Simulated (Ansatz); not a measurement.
The cluster Ti2Te3, relaxed as a singlet with RKS PBE-D4/def2-SVP in Ansatz, starting from the GFN2-xTB geometry. Force threshold 0.02 eV/Å.

In the def2 sets Te takes a core potential; there is no spin–orbit coupling. The restricted singlet is unstable towards broken spin symmetry in Hartree–Fock (as tested in another run); at PBE-D4/def2-SVP this wasn't settled. Another isomer (singlet) lies 2.30 eV lower at PBE0-D4/def2-TZVP; other spin states weren't run for this one.

Start:

Cartesian coordinates in Å:
```
Ti -1.708 -0.706 1.116
Ti 0.743 0.443 1.354
Te -0.690 -1.326 -1.896
Te -0.106 2.567 0.155
Te 1.761 -0.978 -0.728
```

```csv
step,energy (eV),largest force component (eV/Å),SCF passes
1,-68092.0291,2.446,80
2,-68092.9814,2.031,37
3,-68093.6733,1.080,35
4,-68094.1481,0.886,32
5,-68094.5505,0.552,33
6,-68094.9246,0.688,42
7,-68095.2183,0.561,39
8,-68095.2618,0.381,35
9,-68095.2782,0.261,35
10,-68095.2837,0.157,34
11,-68095.2880,0.046,34
12,-68095.2887,0.035,29
13,-68095.2890,0.007,29
```

Force components are those of the run's own axes.

End:

```xyz
5

Ti   -0.9873   -0.1936    0.2888
Ti    1.0135    0.4801    1.4625
Te   -1.0483   -1.5818   -1.8699
Te   -0.5861    2.3843    0.5640
Te    1.6082   -1.0890   -0.4453
```

Bonds formed: Ti1–Te5 (atoms count from 1).

No frequencies were taken in this run, so the end may be a saddle point.

It took 17 s on 4 threads of Intel Xeon 6975P-C on a shared host.
